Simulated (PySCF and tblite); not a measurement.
The numbers below are computed, except where a source is named.
System: C5H6FNO, numbered as in [CH3:1][C@@H:2]([F:3])[c:4]1[cH:5][n:6][cH:7][o:8]1.

Motion: rotation about the C4–C2 bond (torsion C5–C4–C2–C1 from -91° to 141°, rising). GFN2-xTB gives an electronic barrier of 2.4 kcal/mol and a reaction energy of 0.7 kcal/mol.

Task: What does PBE0/pcSseg-1 + D3(BJ) give on GFN2-xTB geometries?

Result: A barrier of 2.5 kcal/mol, 0.2 above the tight-binding barrier (from unrounded values), a reaction energy of -0.7 kcal/mol and, with GFN2-xTB thermal terms, ΔG‡(298 K) = 3.3 kcal/mol and k = 2.2×10¹⁰ s⁻¹ (1 equivalent path).

Programs: tblite and PySCF.
